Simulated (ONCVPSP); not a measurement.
**Reading a pseudo-wave (beryllium (Be))**

Columns: radius, all-electron u(r) and pseudo u(r) of the 1s shell (level -105.45 eV) of beryllium in the configuration 1s2 2s2; PBEsol, scalar-relativistic, ONCV scheme, ONCVPSP 4.0.1.

| r (bohr) | all-electron | pseudo |
| --- | --- | --- |
| 0.050 | 0.5985 | 0.3298 |
| 0.100 | 0.9819 | 0.6395 |
| 0.150 | 1.2122 | 0.9114 |
| 0.200 | 1.3343 | 1.1321 |
| 0.250 | 1.3807 | 1.2935 |
| 0.300 | 1.3745 | 1.3918 |
| 0.350 | 1.3337 | 1.4307 |
| 0.400 | 1.2700 | 1.4153 |
| 0.450 | 1.1929 | 1.3563 |
| 0.500 | 1.1083 | 1.2644 |
| 0.550 | 1.0209 | 1.1526 |
| 0.600 | 0.9340 | 1.0326 |
| 0.650 | 0.8496 | 0.9146 |
| 0.700 | 0.7692 | 0.8060 |
| 0.750 | 0.6936 | 0.7107 |
| 0.800 | 0.6232 | 0.6291 |
| 0.850 | 0.5584 | 0.5596 |
| 0.900 | 0.4990 | 0.4990 |
| 0.950 | 0.4449 | 0.4448 |
| 1.000 | 0.3959 | 0.3959 |
| 1.050 | 0.3518 | 0.3517 |
| 1.100 | 0.3122 | 0.3121 |
| 1.150 | 0.2768 | 0.2767 |
| 1.200 | 0.2452 | 0.2451 |
| 1.250 | 0.2170 | 0.2169 |
| 1.300 | 0.1918 | 0.1918 |

Q: How many radial nodes do the two functions have?

A: The all-electron 1s function has n − l − 1 = 0; the pseudo-wave has 0.

Q: At about which radius was the pseudo-wave matched?

A: 0.95 bohr, where the columns begin to agree (steps of 0.05 bohr).

Q: Where does each function peak?

A: Outermost all-electron maximum near 0.25 bohr, pseudo maximum near 0.35 bohr (to the table’s step).

Q: Is the pseudo-wave norm-conserving?

A: Yes: the ONCV scheme keeps the norm inside the radius equal to the all-electron one, which fixes the energy derivative of the logarithmic derivative at the level.
